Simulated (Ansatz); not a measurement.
`CB[Se]C` + H₂ → `B[Se]C` + CH₄ at 400 K and 1 bar (hydrogenolysis of a B–C bond).

Gas-phase electronic energies from Ansatz, PBE0-D4/def2-TZVP geometries. CBS: MP2 limit from def2 TZ/QZ plus the TZ coupled-cluster correction, frozen cores. This one scheme is used for every species. For Se outer-core shells are correlated without core-valence functions, which leaves a few kJ/mol of doubt a bond. Scalar relativity is left out up to krypton. One conformer a species, not always the lowest.

| species | CCSD(T)/CBS energy (Eh) | H − E (kJ/mol) | S (J/(mol·K)) |
| --- | --- | --- | --- |
| `CB[Se]C` | -2505.84508 | 259.9 | 373.7 |
| H₂ | -1.17544 | 38.0 | 139.0 |
| `B[Se]C` | -2466.56684 | 177.7 | 325.4 |
| CH₄ | -40.46206 | 131.3 | 197.2 |

H − E and S are ideal-gas, rigid-rotor, harmonic terms from PBE0-D4/def2-TZVP, for one conformer and one mirror image of each species. For small species the MP2-based limit differs from directly extrapolated CCSD(T) by up to some mEh (0.8 for H₂); such offsets cancel only in part. 1 Eh = 2625.50 kJ/mol, R = 8.31446 J/(mol·K).

Q: By hand: ΔE, ΔH, ΔS and ΔG.

A: ΔE = (-2466.56684) + (-40.46206) − (-2505.84508) − (-1.17544) = -0.00838 Eh = -22.0 kJ/mol. Δ(H − E) = 177.7 + 131.3 − 259.9 − 38.0 = 11.1, so ΔH = -10.9 kJ/mol. ΔS = 325.4 + 197.2 − 373.7 − 139.0 = 9.9 J/(mol·K). ΔG = -10.9 − 400 × (9.9)/1000 = -14.9 kJ/mol.

Q: By hand: the equilibrium constant, and the temperature at which ΔG would vanish if ΔH and ΔS stayed fixed.

A: log₁₀ K = −ΔG/(RT ln 10) = 1.9. ΔH and −TΔS have one sign here, so there is no such temperature.

TΔS isn't small against ΔH here. A doubt of 5 kJ/mol in ΔE shifts log₁₀ K by 0.7 here. Other conformers and mirror images would add mixing entropy, several J/(mol·K) or more a flexible species. These are equilibria of isolated gas molecules and say nothing of rates. Largest T1 diagnostic: 0.013 (customary marks: 0.02 for closed shells, 0.045 for open ones).

ΔS is within the doubt of such terms, so its sign, and with it that verdict, could turn.
